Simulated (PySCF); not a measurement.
## Excitation energy of Cd⁺ by level of theory

Cd⁺ [Kr] 4d10 5s1 (2S) → Cd⁺ [Kr] 4d9 5s2 (2D), as a difference of total energies. Computed with PySCF 2.14 in aug-cc-pwCVDZ-PP with ECP28MDF (6s6p5d3f, 70 functions), with a scalar-relativistic core potential. Correlated levels: valence and next inner shell: nothing frozen outside the core potential. The calculations carry no spin-orbit coupling.

```tsv
method	excitation energy (eV)	error (eV)
UHF	8.914	+0.048
MP2 (valence and next inner shell)	8.845	-0.021
SCS-MP2 (valence and next inner shell)	8.682	-0.184
CCSD (valence and next inner shell)	8.651	-0.215
CCSD(T) (valence and next inner shell)	8.616	-0.250
```

Reference: 8.866 eV (measured; NIST levels, between the centres of gravity of the two terms).

Errors of the correlated levels include the incompleteness of this basis.
